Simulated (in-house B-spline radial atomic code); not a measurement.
Configurations of Sb2+, with energies counted from [Kr] 4d10 5s2 5p1. Computed with a radial B-spline atomic code at the basis-set limit: scalar-relativistic (X2C) TPSSh, spin-polarised, spherical fractional occupations, exact exchange averaged over the configuration, Fermi nucleus of rms radius 4.6802 fm. Shells without spins written out take the highest spin.

Occupations are held fixed; configurations that lie above the ionisation limit could autoionise.

| configuration | E - E(ref) (eV) | highest orbital | its <r> (bohr) |
| --- | --- | --- | --- |
| [Kr] 4d10 4f1 5s1 5p1 | 24.499 | 4f up | 4.572 |
| [Ar] 3d10 4s2 4p5 4d10 5s2 5p2 | 103.93 | 5p up | 2.359 |
| [Ar] 3d10 4s2 4p5 4d10 5s2 5p1 6s1 | 116.85 | 6s up | 4.432 |
| [Ar] 3d10 4s2 4p5 4d10 5s2 5p1 6f1 | 126.81 | 6f up | 12.21 |

Question: Order these further configurations by energy, lowest first.
A. [Kr] 4d9 5s2 5p1 5f1
B. [Ar] 3d9 4s2 4p6 4d10 5s2 5p1 6f1
C. [Kr] 4d9 5s2 5p1 6f1
D. [Ar] 3d9 4s2 4p6 4d10 5s2 5p1 5f1

Answer: A (54.103 eV), C (56.027 eV), D (550.7 eV), B (552.61 eV).
